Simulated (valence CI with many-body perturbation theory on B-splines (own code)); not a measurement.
## Ladder of approximations for Pd24+

Computed by relativistic CI+MBPT: four valence electrons over a frozen Dirac-Fock core [Ar], radial functions for each j: 9 s, 9 p, 10 d, 8 f, 5 g, 3 h, 1 i, with the one-electron correlation potential Σ1 (screened to all orders), the two-electron term Σ2, the three-electron term Σ3, Breit, model QED; selected single and double excitations, second order for the rest (own B-spline code, finite nucleus).

No measured spectrum was set against this ion. As an estimate, terms of the open shell hold to 2 to 4 % of their energy, and close levels can change places. Core correlation moves these levels by up to 9600 cm⁻¹, and in measured spectra 5 to 20 % of such shifts remained as error; rates that hang on mixing are uncertain with them. Only levels of the ground parity were solved; by the run's estimate the other parity begins above the list, which can be wrong where configurations are misplaced.

Each rung adds one term. CI alone is the Dirac-Coulomb CI over the frozen core; QED comes last and gives the full result, which names the levels. Energies are above 3d4 5D_0 on the same rung, in cm⁻¹.

Names give the largest LS component (configuration and term), which can be under half, so a name can repeat, a term be missing and a line seem to break the LS rules; names also repeat where a configuration has a term twice. Letters in brackets count levels of one name in rising energy.

| Level | CI alone |
| --- | --- |
| 3d4 5D_1 | 22937 |
| 3d4 5D_2 | 43004 |
| 3d4 5D_3 | 58630 |
| 3d4 5D_4 | 68715 |
| 3d4 3P_0 [a] | 99681 |
| 3d4 3H_4 | 108355 |
| 3d4 3G_3 | 129882 |
| 3d4 3F_2 [a] | 133987 |
| 3d4 3H_5 | 135320 |
| 3d4 3P_1 [a] | 136459 |
| 3d4 3H_6 | 146686 |
| 3d4 3G_4 | 160806 |
| 3d4 3P_2 [a] | 168005 |
| 3d4 3F_4 [a] | 170621 |
| 3d4 3F_3 [a] | 177248 |
| 3d4 3D_3 | 188239 |

(1) What do these energies become with core correlation, Breit and QED?

(2) How does the ionisation energy move along the ladder, and which term matters most?

Results:

(1) 3d4 5D_1 23256 (+318); 3d4 5D_2 42641 (-363); 3d4 5D_3 57332 (-1298); 3d4 5D_4 66129 (-2586); 3d4 3P_0 [a] 97475 (-2206); 3d4 3H_4 106012 (-2343); 3d4 3G_3 126603 (-3279); 3d4 3F_2 [a] 130885 (-3102); 3d4 3H_5 132127 (-3193); 3d4 3P_1 [a] 133652 (-2807); 3d4 3H_6 142462 (-4224); 3d4 3G_4 156222 (-4584); 3d4 3P_2 [a] 162120 (-5885); 3d4 3F_4 [a] 165660 (-4961); 3d4 3F_3 [a] 170750 (-6498); 3d4 3D_3 182899 (-5340).

(2) CI alone 1209.0, + Σ1 1211.4, + Σ2 1218.8, + Σ3 1218.8, + Breit 1218.2, + QED 1218.3 eV. The largest step is Σ2, 7.3 eV. NIST lists 1218 ± 4 eV (theoretical).
